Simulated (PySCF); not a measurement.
Basis-set dependence of population analyses: `C#C[SiH](N)N`

Compound: C2H6N2Si.
Geometry (PBE0-D3(BJ)/def2-SVP, Å), atoms numbered from 1 in this order:
```xyz
11
C2H6N2Si angstrom
C      2.6245   -0.3380    0.4466
C      1.4202   -0.1571    0.4673
Si    -0.4140    0.0855    0.5336
N     -1.3783   -1.2135   -0.0505
N     -0.6872    1.4527   -0.4720
H      3.6879   -0.4986    0.4293
H     -0.7689    0.1891    1.9824
H     -1.2766   -1.5302   -1.0082
H     -1.6172   -1.9774    0.5709
H      0.0370    2.1506   -0.5904
H     -1.6165    1.8423   -0.5759
```

PBE0 throughout (PySCF), one geometry, spherical d and f functions. Geometry: PBE0-D3(BJ)/def2-SVP, one conformer, isolated molecule. Atoms taken as equivalent share a column and are averaged.

Mulliken charges (e):

```tsv
basis	functions	C1	C2	Si3	N4/N5	H6	H7	H8/H9/H10/H11
STO-3G	35	-0.155	-0.256	+0.939	-0.597	+0.108	-0.135	+0.173
6-31G	61	-0.368	-0.213	+1.090	-0.989	+0.257	-0.143	+0.339
pcSseg-0	61	-0.404	-0.444	+1.515	-1.063	+0.279	-0.111	+0.323
6-31G*	86	-0.224	-0.175	+0.693	-0.912	+0.228	-0.113	+0.354
cc-pVDZ	104	-0.170	-0.037	+0.458	-0.296	+0.015	-0.113	+0.110
def2-SVP	104	-0.257	-0.048	+0.627	-0.397	+0.044	-0.124	+0.138
aug-cc-pVDZ	173	+1.202	-0.780	+0.644	-0.324	-0.474	+0.222	-0.041
6-311+G(2d,p)	179	-0.604	-0.031	+1.234	-0.817	+0.160	-0.083	+0.239
def2-TZVP	197	-0.228	-0.132	+0.517	-0.624	+0.177	-0.057	+0.243
cc-pVTZ	238	-0.131	-0.207	+0.390	-0.345	+0.154	-0.092	+0.144
IGLO-III	244	-0.241	-0.245	+1.083	-0.692	+0.154	-0.189	+0.205
```

IAO charges (e):

```json
{"basis": "STO-3G", "functions": "35", "C1": "-0.164", "C2": "-0.320", "Si3": "+1.055", "N4/N5": "-0.697", "H6": "+0.152", "H7": "-0.130", "H8/H9/H10/H11": "+0.200"}
{"basis": "6-31G", "functions": "61", "C1": "-0.190", "C2": "-0.333", "Si3": "+1.013", "N4/N5": "-0.821", "H6": "+0.200", "H7": "-0.133", "H8/H9/H10/H11": "+0.271"}
{"basis": "pcSseg-0", "functions": "61", "C1": "-0.179", "C2": "-0.342", "Si3": "+1.047", "N4/N5": "-0.799", "H6": "+0.190", "H7": "-0.145", "H8/H9/H10/H11": "+0.257"}
{"basis": "6-31G*", "functions": "86", "C1": "-0.188", "C2": "-0.358", "Si3": "+1.132", "N4/N5": "-0.838", "H6": "+0.194", "H7": "-0.169", "H8/H9/H10/H11": "+0.267"}
{"basis": "cc-pVDZ", "functions": "104", "C1": "-0.199", "C2": "-0.351", "Si3": "+1.124", "N4/N5": "-0.831", "H6": "+0.197", "H7": "-0.169", "H8/H9/H10/H11": "+0.265"}
{"basis": "def2-SVP", "functions": "104", "C1": "-0.191", "C2": "-0.350", "Si3": "+1.133", "N4/N5": "-0.824", "H6": "+0.191", "H7": "-0.176", "H8/H9/H10/H11": "+0.260"}
{"basis": "aug-cc-pVDZ", "functions": "173", "C1": "-0.204", "C2": "-0.352", "Si3": "+1.134", "N4/N5": "-0.862", "H6": "+0.203", "H7": "-0.164", "H8/H9/H10/H11": "+0.277"}
{"basis": "6-311+G(2d,p)", "functions": "179", "C1": "-0.203", "C2": "-0.361", "Si3": "+1.167", "N4/N5": "-0.873", "H6": "+0.203", "H7": "-0.173", "H8/H9/H10/H11": "+0.278"}
{"basis": "def2-TZVP", "functions": "197", "C1": "-0.203", "C2": "-0.363", "Si3": "+1.179", "N4/N5": "-0.872", "H6": "+0.203", "H7": "-0.177", "H8/H9/H10/H11": "+0.276"}
{"basis": "cc-pVTZ", "functions": "238", "C1": "-0.203", "C2": "-0.360", "Si3": "+1.166", "N4/N5": "-0.866", "H6": "+0.203", "H7": "-0.174", "H8/H9/H10/H11": "+0.275"}
{"basis": "IGLO-III", "functions": "244", "C1": "-0.204", "C2": "-0.362", "Si3": "+1.177", "N4/N5": "-0.875", "H6": "+0.204", "H7": "-0.175", "H8/H9/H10/H11": "+0.278"}
```

Hirshfeld charges (e):

```json
{"basis": "STO-3G", "functions": "35", "C1": "-0.111", "C2": "-0.177", "Si3": "+0.567", "N4/N5": "-0.316", "H6": "+0.071", "H7": "-0.094", "H8/H9/H10/H11": "+0.094"}
{"basis": "6-31G", "functions": "61", "C1": "-0.095", "C2": "-0.172", "Si3": "+0.418", "N4/N5": "-0.319", "H6": "+0.101", "H7": "-0.090", "H8/H9/H10/H11": "+0.119"}
{"basis": "pcSseg-0", "functions": "61", "C1": "-0.099", "C2": "-0.172", "Si3": "+0.439", "N4/N5": "-0.317", "H6": "+0.096", "H7": "-0.100", "H8/H9/H10/H11": "+0.117"}
{"basis": "6-31G*", "functions": "86", "C1": "-0.098", "C2": "-0.165", "Si3": "+0.377", "N4/N5": "-0.307", "H6": "+0.100", "H7": "-0.092", "H8/H9/H10/H11": "+0.123"}
{"basis": "cc-pVDZ", "functions": "104", "C1": "-0.102", "C2": "-0.166", "Si3": "+0.405", "N4/N5": "-0.307", "H6": "+0.095", "H7": "-0.098", "H8/H9/H10/H11": "+0.120"}
{"basis": "def2-SVP", "functions": "104", "C1": "-0.101", "C2": "-0.164", "Si3": "+0.407", "N4/N5": "-0.309", "H6": "+0.094", "H7": "-0.100", "H8/H9/H10/H11": "+0.120"}
{"basis": "aug-cc-pVDZ", "functions": "173", "C1": "-0.098", "C2": "-0.168", "Si3": "+0.426", "N4/N5": "-0.320", "H6": "+0.095", "H7": "-0.088", "H8/H9/H10/H11": "+0.118"}
{"basis": "6-311+G(2d,p)", "functions": "179", "C1": "-0.098", "C2": "-0.170", "Si3": "+0.417", "N4/N5": "-0.315", "H6": "+0.097", "H7": "-0.088", "H8/H9/H10/H11": "+0.118"}
{"basis": "def2-TZVP", "functions": "197", "C1": "-0.098", "C2": "-0.166", "Si3": "+0.410", "N4/N5": "-0.316", "H6": "+0.096", "H7": "-0.090", "H8/H9/H10/H11": "+0.120"}
{"basis": "cc-pVTZ", "functions": "238", "C1": "-0.100", "C2": "-0.164", "Si3": "+0.413", "N4/N5": "-0.317", "H6": "+0.095", "H7": "-0.092", "H8/H9/H10/H11": "+0.120"}
{"basis": "IGLO-III", "functions": "244", "C1": "-0.102", "C2": "-0.164", "Si3": "+0.414", "N4/N5": "-0.316", "H6": "+0.095", "H7": "-0.086", "H8/H9/H10/H11": "+0.119"}
```

ESP-fitted charges (e):

```
        basis  functions      C1      C2     Si3   N4/N5      H6      H7  H8/H9/H10/H11
       STO-3G         35  -0.199  -0.301  +1.120  -0.916  +0.177  -0.192         +0.307
        6-31G         61  -0.233  -0.324  +1.088  -1.167  +0.257  -0.186         +0.432
     pcSseg-0         61  -0.234  -0.379  +1.219  -1.135  +0.267  -0.238         +0.408
       6-31G*         86  -0.271  -0.257  +0.812  -0.963  +0.269  -0.149         +0.381
      cc-pVDZ        104  -0.285  -0.240  +0.736  -0.846  +0.269  -0.143         +0.339
     def2-SVP        104  -0.275  -0.260  +0.821  -0.884  +0.265  -0.166         +0.345
  aug-cc-pVDZ        173  -0.313  -0.232  +0.826  -0.903  +0.283  -0.149         +0.348
6-311+G(2d,p)        179  -0.317  -0.239  +0.829  -0.931  +0.291  -0.147         +0.361
    def2-TZVP        197  -0.312  -0.235  +0.820  -0.923  +0.286  -0.151         +0.360
      cc-pVTZ        238  -0.306  -0.239  +0.801  -0.883  +0.282  -0.153         +0.345
     IGLO-III        244  -0.305  -0.236  +0.803  -0.900  +0.282  -0.146         +0.351
```

Some averages cover members that differ in this geometry, most widely: N4/N5, Mulliken in 6-311+G(2d,p) -0.850 to -0.783; H8/H9/H10/H11, Mulliken in aug-cc-pVDZ -0.078 to -0.011; N4/N5, Mulliken in aug-cc-pVDZ -0.355 to -0.293; N4/N5, ESP-fitted in 6-31G* -0.981 to -0.945 e.

Which scheme is steadiest as the basis changes?

Largest range over the bases for any column: IAO 0.18 e, Hirshfeld 0.19 e, ESP-fitted 0.48 e, Mulliken 1.81 e. IAO charges move least and Mulliken charges most, counted in e. Without the minimal STO-3G basis the ranges are IAO 0.17, Hirshfeld 0.06, ESP-fitted 0.48, Mulliken 1.81 e.

How much do the charges still move between the two largest bases, cc-pVTZ and IGLO-III?

At most, over all atoms: Mulliken 0.693 e, IAO 0.010 e, Hirshfeld 0.006 e, ESP-fitted 0.019 e.

What do the same runs give for the total energy, the frontier levels and the dipole moment?

| basis | energy (Eh) | HOMO (eV) | LUMO (eV) | μ (D) |
| --- | --- | --- | --- | --- |
| STO-3G | -472.6814 | -3.76 | 4.99 | 0.46 |
| 6-31G | -478.3468 | -6.98 | 0.58 | 0.32 |
| pcSseg-0 | -477.6948 | -6.99 | 0.46 | 0.39 |
| 6-31G* | -478.4345 | -7.08 | 0.62 | 0.61 |
| cc-pVDZ | -478.4661 | -7.13 | 0.51 | 0.73 |
| def2-SVP | -478.2348 | -7.17 | 0.45 | 0.70 |
| aug-cc-pVDZ | -478.4909 | -7.45 | -0.23 | 0.48 |
| 6-311+G(2d,p) | -478.5445 | -7.48 | -0.12 | 0.50 |
| def2-TZVP | -478.5630 | -7.43 | 0.11 | 0.57 |
| cc-pVTZ | -478.5575 | -7.37 | 0.22 | 0.63 |
| IGLO-III | -478.5682 | -7.45 | 0.04 | 0.53 |

The dipole is fixed by the density alone, so its range of 0.41 D shows that the density itself changes with the basis, not only its division among atoms.
